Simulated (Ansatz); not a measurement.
## Counterpoise correction, worked out

The pair of N$_{2}$ (SMILES N#N, atoms 1–2) and H$_{2}$ (SMILES [H][H], atoms 3–4), both closed shells, in one local arrangement (a lower one may exist), relaxed at PBE0-D4/def2-TZVP:

```
4
angstrom
N 0.0049 0.2071 -2.4884
N 0.0649 -0.0446 -1.4302
H -0.0093 -0.1161 1.5886
H -0.0607 -0.0463 2.3299
```

Ansatz 0.2.0; basis: def2-TZVPPD; cores frozen in the correlated methods.

CCSD(T) total energies in eV:

| system | geometry | basis functions | energy |
| --- | --- | --- | --- |
| pair | pair | all | -3008.26018 |
| N$_{2}$ | as in the pair | all (partner as ghosts) | -2976.34780 |
| H$_{2}$ | as in the pair | all (partner as ghosts) | -31.90463 |
| N$_{2}$ | as in the pair | its own | -2976.34362 |
| H$_{2}$ | as in the pair | its own | -31.90431 |
| N$_{2}$ | free (PBE0-D4 minimum) | its own | -2976.34376 |
| H$_{2}$ | free (PBE0-D4 minimum) | its own | -31.90433 |

(1) Work out the interaction energy with and without the counterpoise correction, the superposition error, and the binding energy from the relaxed fragments.

No T1 diagnostic of these runs exceeds 0.014.

Answers

(1) Without correction: -3008.26018 − (-2976.34362) − (-31.90431) = -0.01225 eV.
With correction (each fragment in the whole basis): -3008.26018 − (-2976.34780) − (-31.90463) = -0.00775 eV = -0.18 kcal/mol.
The superposition error is the difference, 0.00450 eV: each fragment borrows its partner's functions.
Deformation from the free shapes: 0.00014 eV for N$_{2}$ and 0.00002 eV for H$_{2}$.
Binding energy from relaxed fragments: -0.00775 + 0.00014 + 0.00002 = -0.00759 eV = -0.18 kcal/mol (electronic, without zero-point energy; negative means bound). For comparison, the corrected interaction energy by CCSD(T) at an estimated basis limit (MP2 extrapolated from triple and quadruple zeta, plus CCSD(T) − MP2 in triple zeta) is -0.009 eV.

For scale, one of the runs: CCSD(T)/def2-TZVPPD, 108 basis functions, launched by `ansatz run in.yaml --threads 2 --pin off --events-out ev --progress --plain --max-ram 5222MiB`. The run took about 1.4 s on 2 CPU threads (shared host).
